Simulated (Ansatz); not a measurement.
`C[O][SnH2][Se]C` + `C[NH][GeH2][F]` → `C[NH][SnH2][O]C` + `C[Se][GeH2][F]`  (redistribution)

Isolated molecules relaxed with PBE0-D4/def2-TZVP in Ansatz; ΔE leaves out vibrations. CBS: MP2 limit from def2 TZ/QZ plus the TZ coupled-cluster correction, frozen cores. DFT in def2-TZVPP. Elements past krypton have def2 core potentials. For Ge, Se, Sn outer-core shells are correlated without core-valence functions, which leaves a few kJ/mol of doubt a bond. Scalar relativity is left out up to krypton. Each species was taken in one conformer, which may not be the lowest.

```tsv
species	PBE0-D4 energy (Eh)
`C[O][SnH2][Se]C`	-2771.73226
`C[NH][GeH2][F]`	-2272.96987
`C[NH][SnH2][O]C`	-425.73751
`C[Se][GeH2][F]`	-4618.94823
```

Question: Work out ΔE.

Answer: ΔE = (-425.73751) + (-4618.94823) − (-2771.73226) − (-2272.96987) = 0.01639 Eh = +43.0 kJ/mol. CCSD(T)/CBS gives +44.9 kJ/mol.

Largest T1 diagnostic among the species: 0.013.
